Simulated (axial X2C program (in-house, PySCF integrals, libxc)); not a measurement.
SnS⁻ along the bond: HF, with spin–orbit coupling

Computed with an in-house all-electron X2C program for linear molecules (integrals from PySCF). Two-component (2c) means X2C with spin–orbit coupling and atomic mean-field two-electron Coulomb and Gaunt terms. Basis: Sn dyall-acv3z [12s13p10d5f1g], S dyall-av3z [9s8p3d2f] (cores contracted in-house); Gaussian nuclei, density fitting, unrestricted open shells. Masses: Sn 119.902 u, S 31.972 u.

State: Ω = 1/2 (⟨Sz⟩ = -0.50, ⟨Lz⟩ = 1.00 at HF). Dipoles are positive if S is the positive end and refer to the centre of mass.

Results along the bond:

```tsv
R (Å)	μ (D)	HOMO (eV)	LUMO (eV)
2.102	-2.471	-0.71	3.40
2.171	-3.159	-0.90	3.39
2.241	-3.825	-1.07	3.38
2.310	-4.470	-1.25	3.36
2.391	-5.193	-1.44	3.34
2.472	-5.881	-1.63	3.31
2.576	-6.680	-1.84	3.28
```

Occupations by symmetry block were frozen at the best pattern of an incomplete PBE0 search. The determinant is spin-polarised beyond a pure state at some levels (its spin-free form has ⟨S²⟩ too high), which makes Re and μ there less reliable. The LUMO of an anion is an unbound level whose energy the basis sets.
